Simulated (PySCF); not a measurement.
A GIAO shielding run with PySCF (density fitting, non-relativistic, gas phase) on SMILES C#CCC[Si@]1(F)C[SiH2][SiH2]1, C₅H₁₁FSi₃:

```
$ OMP_NUM_THREADS=1 python probes_run.py task.json out

{"job": {"kind": "nmr", "xc": "PBE0", "basis": "pcSseg-1"}, "charge": 0, "multiplicity": 1}
C      2.529954     1.991452    -0.938409
C      2.564317     0.830660    -0.648805
C      2.573052    -0.576199    -0.308777
C      1.202676    -1.221145    -0.541270
Si    -0.155545    -0.433428     0.535027
F      0.375578    -0.717626     2.058508
C     -1.886967    -1.264784     0.376361
Si    -3.068096     0.258736     0.222104
Si    -1.172848     1.643113     0.285654
H      2.524388     3.010167    -1.187587
H      3.335532    -1.079178    -0.913372
H      2.852473    -0.680065     0.743661
H      0.938685    -1.131182    -1.595565
H      1.280747    -2.288823    -0.322916
H     -1.964458    -1.929905    -0.482055
H     -2.119643    -1.879335     1.243810
H     -4.037210     0.284550     1.324978
H     -3.874569     0.166847    -1.002932
H     -0.850434     2.407257    -0.926478
H     -1.052779     2.619566     1.375914
```

Hardware: 1 thread of an Intel Xeon, shared host. The job also computes population analyses, field gradients, ring-centre shieldings.

**Question.** How large is the calculation?

**Answer.** 92 electrons, 229 basis functions and 1257 auxiliary functions.

**Question.** How long does it take, and how much memory does it need?

**Answer.** 2.3 min of wall time, with 14 SCF cycles and 5 response iterations; peak memory 1.1 GiB. Times on a shared host scatter by some tens of per cent.
